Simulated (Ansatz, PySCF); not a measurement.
Reaction (SMILES): [SiH3][N][SiH2]O[SiH3] → [SiH3]N[SiH]O[SiH3]
Geometries: B3LYP-D3(BJ)/def2-TZVP minima from Ansatz (a quantum-chemistry and plane-wave program), one conformer each, not searched for the lowest. Frequencies are from Ansatz or PySCF.

Wanted: isomerisation energy (enthalpy at 298 K, with B3LYP-D3(BJ) rigid-rotor harmonic-oscillator terms), in kcal/mol. Valence correlation only, unless marked. Open shells are spin-unrestricted. No spin-orbit coupling. No relativistic terms. CBS marks a two-point X^-3 extrapolation of the correlation energy; Hartree-Fock from the larger set.

CCSD(T)/CBS(cc-pV(T+d)Z,cc-pV(Q+d)Z) (Ansatz) gives -16.1 kcal/mol.

**Question.** Another calculation gave -11.7 kcal/mol. Which level was it?
A. r2SCAN0/def2-TZVPD (Ansatz)
B. PBE-QIDH/def2-TZVPD (Ansatz)
C. B97M-V/def2-TZVPD (Ansatz)

**Answer.** C, B97M-V/def2-TZVPD (Ansatz). The others give -17.5 (PBE-QIDH), -14.3 (r2SCAN0) kcal/mol.
